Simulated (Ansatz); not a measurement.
Mulliken charges of CH$_{6}$BNSi (`CB1N[SiH2]1`) from B3LYP/def2-TZVPP in Ansatz (PBE0-D4/def2-TZVP geometry).

```csv
atom,x (Å),y (Å),z (Å),charge (e)
C1,-1.190,0.684,-1.059,-0.291
B2,-0.119,0.085,-0.109,0.172
N3,0.363,-1.155,0.264,-0.263
Si4,1.314,-0.011,1.195,0.108
H5,-1.891,1.310,-0.498,0.102
H6,-0.718,1.344,-1.793,0.101
H7,-1.760,-0.079,-1.596,0.087
H8,0.178,-2.122,0.043,0.135
H9,1.137,-0.102,2.670,-0.076
H10,2.769,-0.005,0.885,-0.076
```

By hand: the dipole of these point charges (1 e Å = 4.8032 D).

Σ q r = (-0.319, 0.102, -0.286) e Å, of length 0.440 e Å = 2.11 D.

How does the dipole of the full density compare? (Estimate.)

Computed: (-0.113, -0.170, -0.113) e Å, 1.12 D; the point charges give 1.88 times that, at 60° from its direction.

Point charges leave out the atoms' own dipoles, such as those of lone pairs, and Mulliken's split depends on the basis, so the two needn't agree.

B3LYP here is the variant with VWN-RPA as its local correlation; programs differ in this.
